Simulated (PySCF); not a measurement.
Job for PySCF: R-HF/3-21G on GeH4Si (SMILES [SiH3][GeH]), a point of a torsion scan.

```python
from pyscf import gto, scf, dft, mp
from pyscf.data.elements import chemcore

mol = gto.M(
    atom='''
    Si   -0.56521298    0.04595257    0.00320780
    Ge    1.66261923    0.95842878   -0.09110357
    H    -0.85665265   -0.74292036    1.20978861
    H    -1.59331120    1.10442920   -0.00807823
    H    -0.91361462   -0.82339869   -1.13115688
    H     2.26569601   -0.54466634   -0.02365825
    ''',
    basis='3-21g',
    charge=0, spin=0, verbose=3, max_memory=1800)
mf = scf.RHF(mol)
mf.conv_tol = 1e-8
mf.max_cycle = 100
mf.kernel()
if not mf.converged:
    mf = mf.newton().run(mf.mo_coeff, mf.mo_occ)
```

Output:

```
converged SCF energy = -2354.98497805261
```

The run converged.

Cost: roughly 0.3 core-seconds.
